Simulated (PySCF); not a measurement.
# Working out the ionisation energy of Zr⁺

Zr⁺ [Kr] 4d2 5s1 (4F) → Zr²⁺ [Kr] 4d2 (3F). All numbers are calculated (PySCF 2.14, scalar relativity by spin-free X2C-1e, in x2c-TZVPPall with one added diffuse shell each of s, p, d, f type (9s7p7d3f1g, 95 functions)). Frozen: [Kr]. Energies in hartree (1 hartree = 27.21139 eV):

```tsv
part	Zr⁺ (lower)	Zr²⁺ (upper)
UHF	-3595.994495	-3595.543070
CCSD correlation	-0.015311	-0.004668
(T)	-0.000133	0.000000
```

What does Hartree-Fock give?

(-3595.543070) − (-3595.994495) = 0.451425 hartree = 12.284 eV.

What do CCSD and CCSD(T) give?

The CCSD correlation energies differ by 0.010643 hartree = 0.290 eV and the triples by 0.000133 hartree = 0.004 eV, so CCSD gives 12.574 eV and CCSD(T) 12.578 eV.

A first-order spin-orbit estimate adds -0.010 eV to CCSD(T) (valence), giving 12.568 eV against 13.13 eV (measured; NIST Atomic Spectra Database, ionization energies).

What remains against the reference includes basis incompleteness, the frozen core and higher excitations.
